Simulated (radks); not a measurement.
Charge is removed step by step from the 5s down level of neutral neodymium, starting from [Kr] 4d10 4f4 5s(up 1, down 1) 5p6 6s2. Method: non-relativistic Kohn-Sham, PBE, spin-polarised, spherical densities, point nucleus; open shells are filled with parallel spins first (spin-orbit coupling, left out, can overturn this in heavy ions); relativity is left out, which matters for an element this heavy; computed with a radial shooting solver on a logarithmic mesh with Libxc functionals.

removed (e)  E - E(0) (eV)  eigenvalue (eV)  E minus straight line (eV)
0                    0.000          -35.269                       0.000
0.125                4.483          -36.460                      -0.547
0.25                 9.116          -37.678                      -0.944
0.375               13.903          -38.921                      -1.187
0.5                 18.847          -40.187                      -1.273
0.625               23.951          -41.473                      -1.200
0.75                29.216          -42.777                      -0.965
0.875               34.646          -44.099                      -0.566
1                   40.242          -45.437                       0.000

Removing the whole electron costs 40.242 eV by Delta-SCF, against 35.269 eV from minus the eigenvalue at the starting occupation. Slater's transition state (half an electron removed) gives 40.187 eV. Integrating minus the eigenvalue over the occupation (Janak's theorem) gives 40.242 eV. The mean slope of the eigenvalue, de/dn, is 10.2 eV per electron.
